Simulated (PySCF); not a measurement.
# Exercise with solution: chemical shift, span and skew from a shielding tensor

C4H7NSi, SMILES C#CC(=C)[SiH2]N. Atoms are numbered in the order given.

```xyz
13

C     -1.2201     2.2895     0.6346
C     -1.0849     1.1053     0.3925
C     -0.8238    -0.2607     0.0708
C     -1.7113    -1.2472     0.3180
Si     0.8670    -0.6277    -0.7173
N      2.2425    -0.1201     0.2048
H     -1.3663     3.3298     0.8545
H     -2.6883    -1.0505     0.7718
H     -1.4793    -2.2867     0.0670
H      0.9349     0.0906    -2.0202
H      0.9181    -2.1067    -0.8998
H      2.4737     0.8692     0.2243
H      2.4128    -0.5374     1.1158
```

The structure is a stationary point at B3LYP-D3(BJ)/def2-SVP. This is a generated structure with no PubChem entry under its InChIKey; it may be hypothetical. One conformer was computed; it need not be the lowest.

GIAO shieldings from PBE/pcSseg-1 run with PySCF, non-relativistic, no solvent. The symmetric part of the tensor of Si5 has the principal values 324.9, 375.9, 391.1 ppm. The same nucleus in TMS has σ = 335.4 ppm at this level (PySCF, at its B3LYP-D3(BJ)/def2-TZVP geometry).

Task: Work out the isotropic shielding, the ²⁹Si shift against TMS, the span and the skew.

Result: 
σ(iso) = (σ11 + σ22 + σ33)/3 = 364.0 ppm. δ = σ(ref) − σ(iso) = 335.4 − (364.0) = -28.6 ppm.
Span Ω = σ33 − σ11 = 66.2 ppm. Skew κ = 3(σ(iso) − σ22)/Ω = -0.54. Tumbling in solution averages the tensor to δ; in a static solid the shielding alone would spread this spin-1/2 line over Ω.
